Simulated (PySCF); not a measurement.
# Rotational lines of InF

Lines J+1 ← J of the vibrational ground state, computed from RHF-CCSD(T) constants of InF, ¹Σ⁺ (singlet), closed shell (basis In aug-cc-pVDZ-PP with ECP28, F aug-cc-pVDZ; scalar-relativistic core potentials; PySCF 2.14; masses 114.9039 and 18.9984 u), in MHz:

```csv
J,ν (MHz)
0,15225.2
1,30450.3
2,45675.0
3,60899.2
4,76122.7
```

Q: Find B0 and the effective bond length r0; with αe = 0.00182 cm⁻¹, find Re.

A: ν = 2B0(J+1) − 4D(J+1)³ gives B0 = 0.25393 cm⁻¹. With the reduced mass μred = 16.303 u, r0 = √(16.8576/(μred·B0)) (u, cm⁻¹, Å) = 2.0179 Å. Be = B0 + αe/2 = 0.25484 cm⁻¹ gives Re = 2.014 Å.

Correlated steps freeze 5 core orbitals. Correlated levels converge slowly with the basis: in double zeta they bind strong bonds too weakly, by up to about 1 eV, and carry superposition errors of some tenths. Spin–orbit coupling is left out, which matters for elements this heavy, above all for dissociation energies. Where the molecule has an RHF reference, its open-shell atoms are computed with UHF.
